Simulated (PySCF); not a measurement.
Species: SbMe2(vinyl), C4H9Sb.
Structure used (PBE0-D3(BJ)/def2-SVP), in Å, numbered top down from 1:
```
atom  x, y, z in Å
Sb1    0.232    0.323    1.080
C2     2.036    0.311   -0.131
H3     1.774    0.282   -1.199
H4     2.645   -0.570    0.117
H5     2.623    1.218    0.074
C6    -0.693    1.919   -0.067
H7    -1.756    2.000    0.203
H8    -0.607    1.710   -1.144
H9    -0.195    2.873    0.158
C10   -0.723   -1.248   -0.036
C11   -1.375   -2.260    0.540
H12   -0.664   -1.198   -1.132
H13   -1.458   -2.354    1.629
H14   -1.859   -3.048   -0.049
```

Method used: PySCF 2.14.0, PBE0-D3(BJ)/def2-SVP geometry optimisation, gas phase, def2 core potentials past Kr.

Question: Which atoms are bound to Sb1, and at what distances?

Answer: 3 atoms: C10 2.151 Å, C6 2.173 Å, C2 2.173 Å. The nearest atom not counted as bound is H5, at 2.74 Å (others tie with it).

Question: List the angles at Sb1.

Answer: 
```tsv
angle	degrees	distance of the outer atoms (Å)
C2–Sb1–C10	94.3	3.17
C6–Sb1–C10	94.2	3.17
C2–Sb1–C6	93.6	3.17
```

Question: What is the shape at Sb1?

Answer: Pyramidal: angles 94.3°, 94.2° and 93.6°, sum 282.1°, 1.16 Å off the plane of its three neighbours. The Sb–C distances aren't all alike: 2.151 to 2.173 Å.

Question: What are the other bond lengths?

Answer: C2–H3 and 5 like bonds 1.099 Å; C10–C11 1.335 Å; C10–H12 1.099 Å; C11–H13 1.096 Å; C11–H14 1.097 Å.

Question: Give some angles away from the centre.

Answer: Sb1–C10–C11 123.2°.

Question: What are the rotational constants (commonest isotopes, rigid rotor)?

Answer: A = 3746, B = 1993, C = 1780 MHz: an asymmetric top.

Point group: near Cs, missed by 0.15 Å at most; the miss may be what the optimiser left on a soft mode. Charge 0, singlet. PBE0-D3(BJ)/def2-SVP frequencies: not computed here.

One conformer stands for the species.
